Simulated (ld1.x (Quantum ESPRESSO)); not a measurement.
nitrogen (N): one change to a PAW potential, before and after

nitrogen, PAW, made with ld1.x (Quantum ESPRESSO) 7.5 (PBEsol, scalar-relativistic). Core [He], reference 2s1.5 2p3.5. Waves: 2s (bound): rcut 1.00, rcutus 1.15 bohr; 2s channel at -0.45 Ry: rcut 1.00, rcutus 1.15 bohr; 2p (bound): rcut 1.45, rcutus 2.00 bohr; 2p channel at -0.2 Ry: rcut 1.45, rcutus 2.00 bohr. Local part: all-electron potential smoothed inside 1.95 bohr (lloc = -1). Core correction: Bessel-smoothed model core inside 0.90 bohr. Augmentation charge: PSQ, inside the norm-conserving radii.

All-electron outer shells of the reference configuration (PBEsol, scalar-relativistic, ld1.x):

```csv
shell,level (eV),outermost node (bohr),outermost maximum (bohr)
1s,-383.50,–,0.15
2s,-18.69,0.32,1.02
2p,-7.25,–,0.98
```

Change: wave 2p channel at -0.2 Ry: rcut 1.45, rcutus 2.00 bohr becomes 2p channel at -0.28 Ry: rcut 1.45, rcutus 2.00 bohr.

Cutoffs: the cutoffs (Ry, on a coarse ladder) from which the occupation-weighted sum of valence levels, in a spherical-Bessel basis at the reference potential, stays within 10 and 1 mRy of its value at 400 Ry; they do not see the model core or the augmentation charge, which bear on the density cutoff. Errors are all-electron minus pseudo energies relative to the spin-unpolarised reference configuration.

Problem. Predict the effect on cutoff, ghosts and configuration errors.

Solution. The potential gets neither clearly harder nor softer (18 Ry and 30 Ry → 18 Ry and 30 Ry); of the 7 tests that both files solve, the error grows in 0 and shrinks in 2 by more than 15 % and 0.3 meV (median size 0.3 → 0.2 meV); neither file shows a bound ghost.

| quantity | base | changed |
| --- | --- | --- |
| cutoff, loose | 18 Ry | 18 Ry |
| cutoff, tight | 30 Ry | 30 Ry |
| bound ghosts | none | none |
| error for 2s2 2p3, meV [ΔE -5.71 eV] | -0.1 | -0.1 |
| error for 2s2 2p2, meV [ΔE 7.81 eV] | -1.3 | -0.9 |
| error for 2s2 2p1, meV [ΔE 36.54 eV] | -8.0 | -5.4 |
| error for 2s2 2p0, meV [ΔE 83.43 eV] | -0.5 | -0.5 |
| error for 2s1 2p4, meV [ΔE 5.72 eV] | -0.1 | -0.1 |
| error for 2s2 2p3.3, meV [ΔE -7.32 eV] | 0.0 | 0.0 |
| error for 2s2 2p2.5, meV [ΔE -0.65 eV] | -0.3 | -0.2 |
| s: phases at 2.19 bohr within 0.05 rad from the reference energy up to (Ry; the scan ends near 5) | to the end of the scan | to the end of the scan |
| p: phases at 2.19 bohr within 0.05 rad from the reference energy up to (Ry; the scan ends near 5) | to the end of the scan | to the end of the scan |
| lowest overlap eigenvalue by channel | s 0.55, p 1.00 | s 0.55, p 0.97 |
